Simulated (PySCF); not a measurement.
# How methods differ on the excitation energy of Cr⁺

Cr⁺ [Ar] 3d5 (6S) → Cr⁺ [Ar] 3d4 4s1 (6D), as a difference of total energies. Computed with PySCF 2.14 in aug-cc-pVTZ, with the non-relativistic Hamiltonian (point nucleus). Correlated levels: valence: [Ar] frozen. The calculations carry no spin-orbit coupling.

```tsv
method	excitation energy (eV)
UHF	1.025
MP2 (valence)	1.648
SCS-MP2 (valence)	1.233
CCSD (valence)	1.615
CCSD(T) (valence)	1.638
```

Task: How much does correlation contribute at CCSD(T) (valence)?

Result: 1.638 − (1.025) = 0.613 eV, measured against UHF.

These non-relativistic numbers lack the scalar-relativistic shift.

Errors of the correlated levels include the incompleteness of this basis and the frozen core.

For comparison: 1.522 eV (measured; NIST levels, between the centres of gravity of the two terms).
